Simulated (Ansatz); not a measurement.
Relaxation of CH₅FN₂SSi (11 atoms, charge 0, multiplicity 1), to a largest force component of 0.015 eV/Å in at most 40 steps.

Computed with RKS BLYP-D4/def2-SVP (Ansatz).

```xyz
11
Properties=species:S:1:pos:R:3:forces:R:3
N 0.710 -1.410 -0.424 0.54 2.31 -0.20
C 0.725 0.056 -0.134 0.06 -3.40 0.31
S 1.155 0.508 1.467 0.71 0.65 2.61
N 0.001 0.893 -0.898 2.45 -0.72 -3.12
Si -1.526 0.827 -0.234 -4.43 2.51 0.75
F -2.193 -0.617 -0.283 -0.53 -1.87 0.16
H 0.869 -1.858 0.477 -0.10 -0.45 0.32
H 1.594 -1.544 -0.946 -0.26 -0.42 -0.37
H 2.171 -0.382 1.657 0.33 0.07 -0.21
H 0.314 1.823 -0.870 0.92 2.00 -0.59
H -1.657 1.437 1.153 0.31 -0.67 0.34
```

**Question.** Where does it end, and by what steps?

**Answer.** The forces met the threshold. After 24 steps the energy has fallen by 2.965 eV; H8 moved furthest, 2.03 Å.

```
step  energy less start (eV)  largest force component (eV/Å)  accepted
   0                  0.0000                           4.428       yes
   1                 -1.0945                           2.765       yes
   2                 -1.6573                           1.440       yes
   3                 -1.9364                           1.433       yes
   4                 -2.1076                           1.674       yes
   5                 -2.2171                           1.328       yes
   6                 -2.3120                           1.322       yes
   7                 -2.3154                           1.234       yes
   8                 -2.4890                           0.855       yes
   9                 -2.5691                           0.754       yes
  10                 -2.6461                           0.356       yes
  11                 -2.7203                           0.538       yes
  12                 -2.7753                           0.785       yes
  13                 -2.8165                           0.734       yes
  14                 -2.8673                           0.473       yes
  15                 -2.9282                           0.208       yes
  16                 -2.9454                           0.316       yes
  17                 -2.9532                           0.238       yes
  18                 -2.9491                           0.321        no
  19                 -2.9629                           0.058       yes
  20                 -2.9639                           0.047       yes
  21                 -2.9640                           0.043       yes
  22                 -2.9645                           0.022       yes
  23                 -2.9645                           0.016       yes
  24                 -2.9645                           0.008       yes
```

```xyz
11
Properties=species:S:1:pos:R:3
N 0.476 -1.115 0.380
C 0.787 0.194 0.384
S 2.331 0.727 1.157
N -0.024 1.097 -0.131
Si -1.798 0.783 -0.999
F -1.379 -0.845 -1.454
H 1.008 -1.783 0.931
H -0.303 -1.401 -0.249
H 3.070 -0.353 0.768
H 0.382 2.034 -0.215
H -2.387 0.396 0.393
```

Whether the end is a true minimum wasn't checked by a vibrational analysis.

Run time: 62 s on 2 threads of Intel(R) Xeon(R) CPU @ 2.60GHz (Ice Lake), on a shared host, peak memory 0.19 GiB.
